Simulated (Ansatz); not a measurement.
Frontier orbitals of CH3ClFInS (`F[CH2][In]([SH])[Cl]`).

| atom | x (Å) | y (Å) | z (Å) |
| --- | --- | --- | --- |
| F1 | -1.2198 | -1.6221 | -0.0473 |
| C2 | -0.9965 | -0.4783 | -0.7891 |
| In3 | 0.5923 | 0.7007 | 0.1008 |
| S4 | 1.8664 | 0.2559 | 2.0443 |
| Cl5 | 1.1746 | 2.6980 | -0.9580 |
| H6 | -1.9174 | 0.1087 | -0.8235 |
| H7 | -0.7192 | -0.7632 | -1.8069 |
| H8 | 1.2197 | -0.8997 | 2.2796 |

The species carries charge 0 and has multiplicity 1. Correlated methods include outer-core shells of In, which these sets cover unevenly. In takes the def2 core potential. The geometry is a stationary point of PBE0-D4/def2-TZVP. It is one conformer, not always the lowest. Basis def2-TZVPP, Ansatz 0.2.0.

| functional | HOMO (eV) | LUMO (eV) | gap (eV) |
| --- | --- | --- | --- |
| PBE | -6.62 | -2.36 | 4.26 |
| revPBE | -6.56 | -2.25 | 4.31 |
| BLYP | -6.45 | -2.32 | 4.13 |
| PBE0 | -7.84 | -1.51 | 6.33 |
| r2SCANh | -7.36 | -1.84 | 5.52 |
| HSE06 (plane-wave form) | -7.44 | -1.88 | 5.56 |
| ωB97M-V | -10.05 | 0.08 | 10.13 |

From PBE to PBE0 the HOMO moves by −1.22 eV and the LUMO by +0.85 eV, and with ωB97M-V by −3.43 and +2.44 eV, so the gap grows from 4.26 to 10.12 eV with exact exchange. A positive LUMO is unbound and depends on the basis.
